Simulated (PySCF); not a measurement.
**Radial density of O⁺ (oxygen, charge +1)**

B3LYP, [He] 2s2 2p3, high-spin 4S determinant. Calculation: PySCF 2.14, in cc-pVTZ (4s3p2d1f, 30 functions); no relativity, point nucleus.

```csv
r (bohr),4πr²ρ (e/bohr),4πr²(ρα − ρβ)
0.00366,0.04933,0.0000
0.00615,0.1347,0.0000
0.0103,0.3552,0.0000
0.0174,0.8993,0.0001
0.0293,2.104,0.0008
0.0493,4.344,0.0041
0.0828,7.239,0.0229
0.139,8.521,0.1177
0.234,5.891,0.4726
0.394,3.115,1.4220
0.663,4.174,2.5068
1.12,3.636,2.0346
1.88,0.9497,0.5555
3.16,0.05396,0.0367
5.31,0.0001194,0.0001
```
